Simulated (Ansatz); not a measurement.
C₉H₂₀N, that is N-butyl-N-methylpyrrolidinium with one electron more. The state is a doublet with charge 0. Geometry r2SCAN-D4/def2-SVP; atoms count from 1.

```xyz
30

C    -1.521   -3.943    0.165
C    -0.844   -2.775    0.870
C    -0.473   -1.635   -0.088
C     0.203   -0.518    0.687
N     0.532    0.752   -0.080
C     1.507    0.476   -1.176
C     1.112    1.795    0.895
C     0.878    3.144    0.232
C    -0.281    2.931   -0.762
C    -0.693    1.467   -0.602
H    -2.452   -3.623   -0.331
H    -1.780   -4.748    0.871
H    -0.867   -4.376   -0.610
H    -1.506   -2.376    1.660
H     0.070   -3.125    1.384
H    -1.389   -1.266   -0.581
H     0.179   -2.029   -0.885
H     1.177   -0.847    1.103
H    -0.470   -0.149    1.502
H     2.374   -0.036   -0.700
H     1.814    1.441   -1.616
H     1.013   -0.150   -1.935
H     0.459    1.688    1.793
H     2.164    1.487    1.079
H     1.789    3.498   -0.284
H     0.586    3.879    1.012
H    -1.153    3.572   -0.510
H     0.032    3.139   -1.800
H    -1.030    0.965   -1.526
H    -1.432    1.364    0.233
```

Q: Estimate the Mulliken populations of the heavy atoms from the PBE0/def2-TZVP orbitals of Ansatz.

A: 
```tsv
atom	charge (e)	spin (α − β)
C1	-0.37	0.00
C2	-0.19	0.01
C3	-0.20	-0.03
C4	-0.06	-0.12
N5	0.14	0.06
C6	0.02	-0.36
C7	0.00	-0.15
C8	-0.14	-0.07
C9	-0.11	-0.10
C10	0.05	-0.25
```
Mulliken values depend strongly on the basis.

Q: Where does the spin sit?

A: Summed by element: C -1.08, N 0.06, H 2.01, of 1 unpaired in all. Largest on single atoms: C6 -0.36, H30 0.30, C10 -0.25.

Q: And the Mayer bond orders between heavy atoms (over 0.3)?

A: C1–C2 1.01 (1.52 Å); C2–C3 1.02 (1.53 Å); C3–C4 1.01 (1.52 Å); C4–N5 0.90 (1.52 Å); N5–C6 0.90 (1.49 Å); N5–C7 0.87 (1.54 Å); N5–C10 0.88 (1.51 Å); C7–C8 1.09 (1.52 Å); C8–C9 1.05 (1.54 Å); C9–C10 1.10 (1.53 Å).
